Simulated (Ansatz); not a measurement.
Geometry optimisation, Ansatz, UKS PBE0-D4/def2-SVP.

The input (input.yaml):

```yaml
crystal:
  periodic: [false, false, false]
  atoms:
    - { symbol: B, position_ang: [0.0, -0.00048, -0.332551] }
    - { symbol: Cl, position_ang: [0.0, 2.4e-05, 2.715506] }
    - { symbol: F, position_ang: [1.14415, 0.000213, -0.952848] }
    - { symbol: F, position_ang: [-1.14415, 0.000213, -0.952848] }
    - { symbol: Cl, position_ang: [0.0, 3.0e-05, 4.762741] }
magnetization:
  spin_polarized: true
  initial_magnetization: 1
basis:
  gaussian: { orbitals: def2-SVP }
hamiltonian:
  xc: pbe0
  dispersion: d4
relax:
  f_tol: 0.03
  max_steps: 50
```

Run as:

```bash
$ ansatz run input.yaml --threads 2 --pin off --max-ram 3072MiB --backend cpu --events-out ev --progress --plain --runs-dir out
```

Where does it end, and by what steps?

The forces met the threshold. After 28 steps the energy has fallen by 3.376 eV; Cl5 moved furthest, 2.20 Å. Joined: B1–Cl2 (3.05 → 1.94 Å), B1–Cl5 (5.10 → 1.94 Å).

| step | energy less start (eV) | largest force component (eV/Å) | accepted |
| --- | --- | --- | --- |
| 0 | 0.0000 | 0.660 | yes |
| 1 | -0.1735 | 1.346 | yes |
| 2 | -0.5527 | 3.114 | yes |
| 3 | -1.4061 | 5.168 | yes |
| 4 | -2.4821 | 3.114 | yes |
| 5 | -2.7084 | 3.240 | yes |
| 6 | -2.9184 | 0.457 | yes |
| 7 | -2.9454 | 0.090 | yes |
| 8 | -2.9471 | 0.074 | yes |
| 9 | -2.9527 | 0.282 | yes |
| 10 | -2.9630 | 0.254 | yes |
| 11 | -2.9699 | 0.199 | yes |
| 12 | -2.9675 | 0.613 | no |
| 13 | -2.9779 | 0.227 | yes |
| 14 | -2.9833 | 0.456 | yes |
| 15 | -2.9904 | 0.593 | yes |
| 16 | -3.0202 | 0.356 | yes |
| 17 | -3.0392 | 0.515 | yes |
| 18 | -3.0617 | 0.533 | yes |
| 19 | -3.0870 | 0.640 | yes |
| 20 | -3.1025 | 0.527 | yes |
| 21 | -3.1476 | 0.123 | yes |
| 22 | -3.1729 | 0.209 | yes |
| 23 | -3.1900 | 0.354 | yes |
| 24 | -3.2489 | 0.443 | yes |
| 25 | -3.3265 | 0.541 | yes |
| 26 | -3.3748 | 0.204 | yes |
| 27 | -3.3759 | 0.064 | yes |
| 28 | -3.3761 | 0.005 | yes |

```xyz
5
Properties=species:S:1:pos:R:3
B 0.000 -0.143 0.771
Cl 0.000 1.673 1.467
F 1.143 -0.450 0.175
F -1.143 -0.450 0.175
Cl 0.000 -0.630 2.653
```

Time of the run: 92 s on 2 threads of Arm Neoverse V2 (shared host), peak memory 0.24 GiB.
